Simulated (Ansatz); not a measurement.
`C/[C]([AlH2])=C\O` → `[CH2]` (triplet) + `O/C=[CH]\[AlH2]` at 500 K and 1 bar (formal loss of a carbene).

Gas-phase electronic energies from Ansatz, PBE0-D4/def2-TZVP geometries. CBS: MP2 limit from def2 TZ/QZ plus the TZ coupled-cluster correction, frozen cores. This one scheme is used for every species. Double bonds are as drawn, so ΔE can hold a change between cis and trans. Triplets are unrestricted, without spin–orbit coupling. Each species was taken in one conformer, which may not be the lowest.

```
            species  CCSD(T)/CBS energy (Eh)  H − E (kJ/mol)  S (J/(mol·K))
`C/[C]([AlH2])=C\O`               -435.52476           282.2          415.0
  `[CH2]` (triplet)                -39.09499            62.7          213.9
  `O/C=[CH]\[AlH2]`               -396.26276           198.7          359.8
```

H − E and S are ideal-gas, rigid-rotor, harmonic terms from PBE0-D4/def2-TZVP, for one conformer and one mirror image of each species, with the whole ground term of open shells counted as degenerate. 1 Eh = 2625.50 kJ/mol, R = 8.31446 J/(mol·K).

**Question.** By hand: ΔE, ΔH, ΔS and ΔG.

**Answer.** ΔE = (-39.09499) + (-396.26276) − (-435.52476) = 0.16701 Eh = 438.5 kJ/mol. Δ(H − E) = 62.7 + 198.7 − 282.2 = -20.8, so ΔH = 417.7 kJ/mol. ΔS = 213.9 + 359.8 − 415.0 = 158.7 J/(mol·K). ΔG = 417.7 − 500 × (158.7)/1000 = 338.4 kJ/mol.

**Question.** By hand: the equilibrium constant, and the temperature at which ΔG would vanish if ΔH and ΔS stayed fixed.

**Answer.** log₁₀ K = −ΔG/(RT ln 10) = -35.4. ΔG = 0 at ΔH/ΔS = 2632 K, far beyond where these terms or the molecules hold.

The number of gas molecules changes by +1, which sets the sign of ΔS. A doubt of 5 kJ/mol in ΔE shifts log₁₀ K by 0.5 here. Other conformers and mirror images would add mixing entropy, several J/(mol·K) or more a flexible species. A triplet takes part, so the spin changes. These are equilibria of isolated gas molecules and say nothing of rates. Largest T1 diagnostic: 0.013 (customary marks: 0.02 for closed shells, 0.045 for open ones).
